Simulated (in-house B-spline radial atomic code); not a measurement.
Configurations of the lanthanum ion La⁺, with energies counted from [Xe] 5d2. All numbers are computed (scalar-relativistic (X2C) CAM-B3LYP, spin-polarised, spherical fractional occupations, exact exchange averaged over the configuration; Fermi nucleus of rms radius 4.855 fm) with a radial B-spline atomic code at the basis-set limit, not measured. Shells without spins written out take the highest spin.

Occupations are held fixed; configurations that lie above the ionisation limit could autoionise.

| configuration | E - E(ref) (eV) | highest orbital | its <r> (bohr) |
| --- | --- | --- | --- |
| [Xe] 4f1 5d1 | 1.4105 | 4f up | 1.415 |
| [Xe] 5d1 5f1 | 7.4745 | 5f up | 8.52 |
| [Kr] 4d10 5s2 5p5 5d3 | 18.397 | 5d up | 2.691 |
| [Kr] 4d10 5s2 5p5 5d2 6s1 | 19.113 | 6s up | 3.903 |

**Question.** Order these further configurations by energy, lowest first.
A. [Kr] 4d9 4f1 5s2 5p6 5d2
B. [Xe] 5d1 6f1
C. [Kr] 4d10 5s2 5p5 5d2 6f1
D. [Kr] 4d9 5s2 5p6 5d3
E. [Kr] 4d9 5s2 5p6 5d2 5f1

**Answer.** B (8.6696 eV), C (28.25 eV), A (99.405 eV), D (104.25 eV), E (113.2 eV).
